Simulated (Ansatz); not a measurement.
## Energy profile

The step: GeH₃F ([F][GeH3]) + H₂O + HF → GeH₄O ([OH][GeH3]) + HF + HF; bonds formed: Ge1–O7, F2–H8, H6–F9; bonds broken: Ge1–F2, H6–O7, H8–F9 (atoms numbered as in the saddle structure below).

```
10
angstrom
Ge -0.7417 -0.7531 -0.5624
F 1.3307 -0.6638 -0.4446
H -0.4698 -0.8077 -2.0625
H -0.5668 -1.9735 0.3425
H -2.2548 -0.3627 -0.4239
H 0.5412 1.1380 0.7091
O -0.3916 0.9933 0.2715
H 1.7944 0.1401 0.3416
F 1.8778 0.9592 1.0286
H -1.1193 1.3302 0.8003
```

Electronic energies by CCSD(T) at an estimated basis limit (MP2 extrapolated from triple and quadruple zeta, plus CCSD(T) − MP2 in triple zeta), on PBE0-D4/def2-TZVP structures; GeH6OF2, singlet; no counterpoise correction. Program: Ansatz 0.2.0. Basis: def2-TZVPP and def2-QZVPP. Cores are frozen in the correlated methods. Filled d shells of the heavier atoms are correlated. The def2 sets are not built for correlating such inner shells, so the correlated values are less sure here. Extrapolation: Hartree–Fock as exp(−7.88 √X), correlation as X^−2.97.

Question: Give the profile in kJ/mol, counted from the separated reactants. (To be estimated.)

Answer: The calculation gives:
```json
{"point": "separated: GeH3F (linked as [F][GeH3]; Ge1, F2, H3, H4, H5; singlet) + H2O (H6, O7, H10; singlet) + HF (H8, F9; singlet)", "kJ/mol": "0.0"}
{"point": "start structure", "kJ/mol": "-60.0"}
{"point": "saddle", "kJ/mol": "21.1"}
{"point": "end structure", "kJ/mol": "-47.6"}
{"point": "separated: GeH4O (linked as [OH][GeH3]; Ge1, H3, H4, H5, O7, H10; singlet) + HF (F2, H8; singlet) + HF (H6, F9; singlet)", "kJ/mol": "32.5"}
```

The T1 diagnostic stays at or below 0.012.

For scale, one of the runs: CCSD(T)/def2-TZVPP, 225 basis functions, launched by `ansatz run in.yaml --threads 8 --pin off --events-out ev --progress --plain --max-ram 19148MiB`. The run took 2.4 min on 8 CPU threads of an Arm Neoverse N1 (shared host), with 4.1 GiB of host memory at its peak.
